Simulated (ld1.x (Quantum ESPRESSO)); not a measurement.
## W (Z = 74): one change to a TM potential, before and after

W (Z = 74), norm-conserving Troullier–Martins (Kleinman–Bylander form), made with ld1.x (Quantum ESPRESSO) 7.5 (PBE, scalar-relativistic). Core [Kr] 4d10 4f14, reference 5s2 5p6 5d4 6s0 6p0 (charge +2). Waves: 5p (bound): rc 1.60 bohr; 5d (bound): rc 1.70 bohr; 5s (bound): rc 1.45 bohr. Local part: the s channel. Core correction: Bessel-smoothed model core inside 0.80 bohr.

Change: all radii but the core radius scaled by about 0.95 (s 1.38, p 1.52, d 1.60 bohr).

Cutoffs: the cutoffs (Ry, on a coarse ladder) from which the occupation-weighted sum of valence levels, in a spherical-Bessel basis at the reference potential, stays within 10 and 1 mRy of its value at 400 Ry; they do not see the model core or the augmentation charge, which bear on the density cutoff. Errors are all-electron minus pseudo energies relative to the spin-unpolarised reference configuration.

How do hardness, ghosts and transferability respond?

The potential gets harder (80 Ry and 120 Ry → 90 Ry and 140 Ry); of the 7 tests that both files solve, the error grows in 0 and shrinks in 5 by more than 15 % and 0.3 meV (median size 697.0 → 471.4 meV); neither file shows a bound ghost. A smaller radius makes the pseudo-wave follow the all-electron one further in, where it bends more sharply, so more plane waves are needed. Less of the atom is replaced, so other configurations are described better.

| quantity | base | changed |
| --- | --- | --- |
| cutoff, loose | 80 Ry | 90 Ry |
| cutoff, tight | 120 Ry | 140 Ry |
| loose cutoff by channel (10 mRy a level) | p 40 Ry, d 25 Ry, s 70 Ry | p 45 Ry, d 25 Ry, s 70 Ry |
| bound ghosts | none | none |
| error for 5s2 5p6 5d4 6s2 6p0, meV [ΔE -24.56 eV] | +1133 | +765 |
| error for 5s2 5p6 5d4 6s1 6p0, meV [ΔE -15.68 eV] | +697 | +471 |
| error for 5s2 5p6 5d3 6s0 6p0, meV [ΔE 25.38 eV] | -15 | -15 |
| error for 5s1 5p6 5d4 6s2 6p0, meV [ΔE 60.86 eV] | +1683 | +1076 |
| error for 5s2 5p6 5d2 6s0 6p0, meV [ΔE 62.59 eV] | -73 | -74 |
| error for 5s2 5p6 5d4 6s0 6p1, meV [ΔE -10.23 eV] | +62 | +50 |
| error for 5s2 5p5 5d4 6s2 6p0, meV [ΔE 24.38 eV] | +1686 | +1111 |
